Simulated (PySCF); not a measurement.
C₅H₆O₂, SMILES [C@@H]1([C@@H](O)[C@H]1C#C)O.

Geometry: PBE0-D3(BJ)/def2-SVP. The structure was generated by enumeration; whether it is a known compound was not checked. The values are those of a single conformer.

Level of theory: PBE/def2-TZVP (PySCF).

Gas-phase values at a fixed geometry.

Question: Estimate the frontier levels, gap, dipole moment and polarisability. (The exact figures need the calculation; the answer reports its results.)

Answer: 
| Item | Result |
|---|---|
| highest occupied level | -5.66 eV |
| lowest empty level | -0.45 eV |
| orbital gap | 5.22 eV |
| dipole moment | 1.89 D |
| quadrupole, principal values (traceless, Buckingham form, about the centre of nuclear charge) | -6.46, -5.00, 11.46 D·Å |
| mean static polarisability | 65.1 bohr³ (9.65 Å³) |
| polarisability, principal values | 53.8, 55.7, 85.8 bohr³ |
